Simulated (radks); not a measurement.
All-electron atom: Al3+ in [Ne].

Calculated with a radial shooting solver on a logarithmic mesh with Libxc functionals: scalar-relativistic Kohn-Sham, exchange-only B88, spin-polarised, spherical densities, point nucleus.

Energy parts (eV):
total: -6542.880
kinetic: 6565.556
electron-nucleus: -15319.966
Hartree: 2686.089
exchange: -474.560

Orbitals (lengths in bohr, moments of r in powers of bohr):
| orbital | occ. | eigenvalue (eV) | <r^2> |
|---|---|---|---|
| 1s | 2 | -1546.680 | 0.01945 |
| 2s | 2 | -141.2338 | 0.4658 |
| 2p | 6 | -102.8870 | 0.4524 |

The highest occupied level is 2p at -102.89 eV. For comparison, the ionisation energy in NIST's Atomic Spectra Database is 119.99 eV (measured). In exact Kohn-Sham theory the highest level is minus the ionisation energy, but local and semilocal functionals leave it too shallow, through self-interaction and a potential that decays too fast; potentials with the right tail come closer. Summed over all electrons, <r^2> = 3.685 bohr^2, which gives a Langevin (diamagnetic) susceptibility term of -2.92 x 10^-6 cm^3/mol. The density falls to 0.001 e/bohr^3 at r = 1.98 bohr.
